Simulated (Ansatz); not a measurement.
`[CH3][GeH2][CH]=O` + `CCC(N)=O` → `[NH2][GeH2][CH]=O` + `CCC(C)=O`  (formal exchange of groups at a Ge–C bond)

Gas-phase electronic energies from Ansatz, PBE0-D4/def2-TZVP geometries. CCSD(T)/CBS is the MP2 limit (def2-TZVPP, def2-QZVPP) plus CCSD(T) − MP2 in def2-TZVPP, frozen cores. Functionals use def2-TZVPP. B3LYP here is the variant with VWN-RPA as its local correlation; programs differ in this. For Ge outer-core shells are correlated without core-valence functions, which leaves a few kJ/mol of doubt a bond. Scalar relativity is left out up to krypton. Each species was taken in one conformer, which may not be the lowest.

`[CH3][GeH2][CH]=O`:

Cartesian coordinates in Å:
```
C -0.671 -0.891 0.999
Ge 0.758 0.102 0.133
C -0.009 1.046 -1.462
O -1.171 0.955 -1.754
H -0.296 -1.422 1.874
H -1.460 -0.206 1.308
H -1.094 -1.612 0.299
H 1.377 1.171 1.057
H 1.896 -0.812 -0.364
H 0.670 1.670 -2.091
```

`CCC(N)=O`:

```xyz
12

C     0.426   -1.611    0.273
C     0.056   -0.176    0.584
C    -0.362    0.597   -0.651
N    -0.333    1.948   -0.517
O    -0.714    0.060   -1.680
H     0.650   -2.160    1.190
H    -0.391   -2.112   -0.245
H     1.302   -1.658   -0.377
H     0.880    0.347    1.081
H    -0.790   -0.142    1.281
H    -0.064    2.392    0.341
H    -0.660    2.513   -1.281
```

`[NH2][GeH2][CH]=O`:

Z-matrix (Å, degrees):
```
Ge
C 1 2.007
N 1 1.840 2 106.2
H 1 1.537 2 109.5 3 115.0
H 1 1.542 2 108.2 3 -124.2
O 2 1.200 1 123.0 3 159.7
H 2 1.117 1 116.5 3 -20.7
H 3 1.010 1 115.2 2 -85.2
H 3 1.010 1 114.3 2 148.0
```

`CCC(C)=O`:

Z-matrix (Å, degrees):
```
C
C 1 1.513
H 1 1.092 2 110.8
H 1 1.091 2 110.9 3 120.5
H 1 1.091 2 110.9 3 -120.6
C 2 1.511 1 113.8 3 179.9
H 2 1.097 1 111.4 3 58.3
H 2 1.097 1 111.4 3 -58.3
O 6 1.206 2 122.0 1 -1.0
C 6 1.506 2 116.3 1 178.9
H 10 1.088 6 110.1 2 178.1
H 10 1.094 6 110.1 2 -60.9
H 10 1.094 6 110.4 2 56.7
```

CCSD(T)/CBS gives +32.4 kJ/mol.

Problem. Another level gave +36.2 kJ/mol. Which?
A. B3LYP-D4/def2-TZVPP
B. SCS-MP2/def2-TZVPP
C. r2SCAN-D4/def2-TZVPP
D. MP2/def2-TZVPP

Solution. D. MP2/def2-TZVPP 36.2, r2SCAN-D4 45.5, SCS-MP2/def2-TZVPP 31.2, B3LYP-D4 40.2 kJ/mol.

Largest T1 diagnostic among the species: 0.013.
